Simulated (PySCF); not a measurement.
Ionisation energy of Ga⁺ by level of theory

Ga⁺ [Ar] 3d10 4s2 (1S) → Ga²⁺ [Ar] 3d10 4s1 (2S), as a difference of total energies. All numbers are calculated (PySCF 2.14, scalar relativity through the core potential, in aug-cc-pVDZ-PP with ECP10MDF). Correlated levels: valence: 3s2 3p6 3d10 frozen. The calculations carry no spin-orbit coupling.

```json
{"method": "UHF", "ionisation energy (eV)": "18.762", "error (eV)": "-1.753"}
{"method": "LDA", "ionisation energy (eV)": "21.100", "error (eV)": "+0.585"}
{"method": "PBE", "ionisation energy (eV)": "20.695", "error (eV)": "+0.180"}
{"method": "PBE0", "ionisation energy (eV)": "20.384", "error (eV)": "-0.131"}
{"method": "r2SCAN", "ionisation energy (eV)": "20.496", "error (eV)": "-0.019"}
{"method": "BHandHLYP", "ionisation energy (eV)": "20.316", "error (eV)": "-0.199"}
{"method": "B97-3", "ionisation energy (eV)": "20.530", "error (eV)": "+0.015"}
{"method": "BLYP", "ionisation energy (eV)": "20.860", "error (eV)": "+0.345"}
{"method": "wB97X-V", "ionisation energy (eV)": "20.350", "error (eV)": "-0.165"}
{"method": "MP2 (valence)", "ionisation energy (eV)": "19.396", "error (eV)": "-1.119"}
{"method": "SCS-MP2 (valence)", "ionisation energy (eV)": "19.523", "error (eV)": "-0.992"}
```

Reference: 20.515 eV (measured; NIST Atomic Spectra Database, ionization energies).

Errors of the correlated levels include the incompleteness of this basis and the frozen core.

MP2 underrates the near-degeneracy of ns² with np² in the lower species.
